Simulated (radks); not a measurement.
Spherical quantum dot in the effective-mass picture: electrons in a parabolic well V = omega^2 r^2 / 2 with omega = 0.521, with a point charge +1 (a donor) at the centre, all in effective atomic units (hartree* = m*/eps^2 hartree, bohr* = eps/m* bohr), one dielectric constant everywhere. Method: non-relativistic Kohn-Sham, exchange-only LDA, spin-polarised, spherical densities; computed with a radial shooting solver with Libxc functionals. Levels are named by radial order and angular momentum (1s, 1p, 1d, 2s, ...), and open shells are averaged over m. Results are scaled to m* = 0.066 and eps = 6.5, for which hartree* = 42.51 meV and bohr* = 5.212 nm. Each electron was tried in the lowest free levels, single moves between levels near the top were tried too, and the lowest total energy was kept; such a search can miss a lower state. At N = 1 the Hartree and exchange-correlation terms need not cancel, so that row can carry a self-interaction error.

N	open shells	2S	E (meV)	mu = E(N) - E(N-1) (meV)	addition energy mu(N+1) - mu(N) (meV)	e(HOMO) (meV)	rms radius (nm)
1	1s(up 1, down 0)	1	-7.63737	-7.6374	32.64	4.8840	6.491
2	none	0	17.3609	24.998	47.08	34.815	7.412
3	1p(up 1, down 0)	1	89.4343	72.073	14.58	79.278	9.267
4	1p(up 2, down 0)	2	176.085	86.651	14.64	94.012	10.30
5	1p(up 3, down 0)	3	277.376	101.29	19.67	108.51	11.05
6	1p(up 3, down 1)	2	398.335	120.96	12.39	127.03	11.71
7	1p(up 3, down 2)	1	531.683	133.35	12.68	139.69	12.26
8	none	0	677.707	146.02	21.93	152.33	12.75
9	2s(up 1, down 0)	1	845.661	167.95	13.79	173.83	13.34
10	none	0	1027.40	181.74	14.46	187.53	13.87
11	1d(up 1, down 0)	1	1223.60	196.20	10.78	201.60	14.34
12	1d(up 2, down 0)	2	1430.58	206.98	10.68	212.34	14.77
13	1d(up 3, down 0)	3	1648.24	217.66	10.57	222.97	15.16
14	1d(up 4, down 0)	4	1876.47	228.23	10.44	233.47	15.52
15	1d(up 5, down 0)	5	2115.14	238.67	13.69	243.84	15.86
16	1d(up 5, down 1)	4	2367.50	252.36	9.779	257.25	16.19
17	1d(up 5, down 2)	3	2629.64	262.14	9.734	267.02	16.50
18	1d(up 5, down 3)	2	2901.52	271.87	9.665	276.72	16.80
19	1d(up 5, down 4)	1	3183.06	281.54	9.584	286.35	17.08
20	none	0	3474.18	291.12	20.67	295.89	17.35
21	1f(up 1, down 0)	1	3785.97	311.79	8.953	316.28	17.65
22	1f(up 2, down 0)	2	4106.72	320.75	8.896	325.21	17.94
23	1f(up 3, down 0)	3	4436.36	329.64	8.834	334.07	18.22
24	1f(up 4, down 0)	4	4774.84	338.48	8.768	342.87	18.48
25	1f(up 5, down 0)	5	5122.08	347.25	8.702	351.61	18.73
26	1f(up 6, down 0)	6	5478.03	355.95	8.635	360.28	18.98
27	1f(up 7, down 0)	7	5842.61	364.58	11.43	368.88	19.21
28	1f(up 7, down 1)	6	6218.63	376.01	8.294	380.17	19.44
29	1f(up 7, down 2)	5	6602.94	384.31	8.258	388.44	19.66
30	1f(up 7, down 3)	4	6995.50	392.57	8.216	396.68	19.88
31	1f(up 7, down 4)	3	7396.28	400.78	8.171	404.88	20.09
32	1f(up 7, down 5)	2	7805.24	408.95	8.123	413.02	20.29
33	1f(up 7, down 6)	1	8222.32	417.08	8.074	421.12	20.49
34	none	0	8647.47	425.15	9.734	429.17	20.69
35	2p(up 1, down 0)	1	9082.35	434.88	8.119	438.95	20.88
36	2p(up 2, down 0)	2	9525.36	443.00	8.103	447.06	21.07
37	2p(up 3, down 0)	3	9976.46	451.11	9.752	455.15	21.25
38	2p(up 3, down 1)	2	10437.3	460.86	7.887	464.80	21.43
39	2p(up 3, down 2)	1	10906.1	468.75	-	472.69	21.61

All shells are closed at N = 2, 8, 10, 20, 34 (there: 1s2 1p6 1d10 2s2 1f14); the second difference of the energy has clear peaks (12 % above both neighbours; the first and last values, which can be the largest, are not judged, and half-filled shells can peak too) at N = 2, 5, 8, 15, 20, 27, 34, 37.
